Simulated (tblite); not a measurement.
Compound: C₅H₁₁FSi₂.
Numbering: `[CH3:1][SiH2:2][CH2:3][C@@H:4]1[CH:5]=[CH:6][Si@H:7]1[F:8]` (hydrogens: H9, H10, H11 on C1; H12, H13 on Si2; H14, H15 on C3; H16 on C4; H17 on C5; H18 on C6; H19 on Si7)

Structure used (GFN2-xTB), in Å, numbered top down from 1:
```
atom  x, y, z in Å
C1     3.2837   -0.3209    0.2360
Si2    1.5381   -0.9127   -0.2172
C3     0.3554    0.5767   -0.2216
C4    -1.0771    0.1975   -0.5798
C5    -2.0549    1.3488   -0.5102
C6    -2.9910    0.9768    0.3690
Si7   -2.1774   -0.6818    0.7373
F8    -2.9471   -2.0122    0.2282
H9     3.3080    0.1328    1.2225
H10    3.6541    0.4145   -0.4721
H11    3.9826   -1.1510    0.2406
H12    1.0773   -1.9016    0.7673
H13    1.5571   -1.5287   -1.5516
H14    0.7126    1.3254   -0.9355
H15    0.3554    1.0625    0.7576
H16   -1.0823   -0.2667   -1.5704
H17   -1.9669    2.2712   -1.0639
H18   -3.8574    1.5390    0.6773
H19   -1.6799   -1.0604    2.0437
```

Level: GFN2-xTB in tblite, geometry and Hessian alike; calculated harmonic values, unscaled, isolated species. This tight-binding method is rough: wavenumbers can miss measured ones by several per cent, in bad cases by 10 to 20. Modes of hydrogen on silicon can be 10 to 20 % off. One conformer, not necessarily the lowest.

Harmonic wavenumbers (cm⁻¹): 31.9, 66.2, 75.9, 121.3, 136.9, 146.4, 184.5, 225.3, 294.9, 425.6, 443.1, 531.7, 560.8, 565.6, 645.9, 668.5, 677.6, 733.9, 758.7, 768.0, 784.1, 790.7, 813.3, 834.6, 848.0, 852.5, 882.2, 997.3, 1056.7, 1069.9, 1128.3, 1171.5, 1243.8, 1245.7, 1307.5, 1374.2, 1483.5, 1488.8, 1493.8, 1593.2, 2205.5, 2215.7, 2379.8, 2923.4, 2934.4, 2959.9, 3038.0, 3039.8, 3051.1, 3065.0, 3085.7.

A = 2618, B = 716.3, C = 606.7 MHz; mass 146.038 u (most abundant isotopes); point group C1, symmetry number 1.

Q: What is the zero-point energy?

A: Half the sum of the wavenumbers: 30710 cm⁻¹ = 87.81 kcal/mol.

Q: Give the ideal-gas entropy at 273.15 K and 1 bar in the rigid-rotor, harmonic-oscillator model (classical rotation).

A: Translation 40.44, rotation 29.76, vibration 32.26: S = 102.5 cal/(mol K).

Q: And Cp and H(273.15 K) − H(0)?

A: Cp = 39.86 cal/(mol K), of which vibrations give 31.91 (their classical limit is 51 R = 101.3); H(273.15 K) − H(0) = 6.66 kcal/mol without the zero-point energy, 4.49 from vibrations.

Q: Which modes carry the vibrational entropy at 273.15 K?

A: 31.9 cm⁻¹: 5.53; 66.2 cm⁻¹: 4.09; 75.9 cm⁻¹: 3.82; 121.3 cm⁻¹: 2.91; 136.9 cm⁻¹: 2.68; 146.4 cm⁻¹: 2.55 cal/(mol K); the other 45 give 10.67 together.

Q: What must be added to the electronic energy to get the Gibbs energy at 273.15 K and 1 bar?

A: ZPE + [H(273.15 K) − H(0)] − T·S = 87.81 + 6.66 − 27.99 = 66.48 kcal/mol.

Hindered rotation and anharmonicity are outside this model. Other conformers, if any are populated, would add a mixing term that is left out. The structure is chiral; the term R ln 2 for an equal mix with its mirror image is left out.

Time: 1.5 s of wall time. Hardware: one thread, Arm Neoverse N1 (aarch64), on a shared host. The figure is for the frequency step alone.
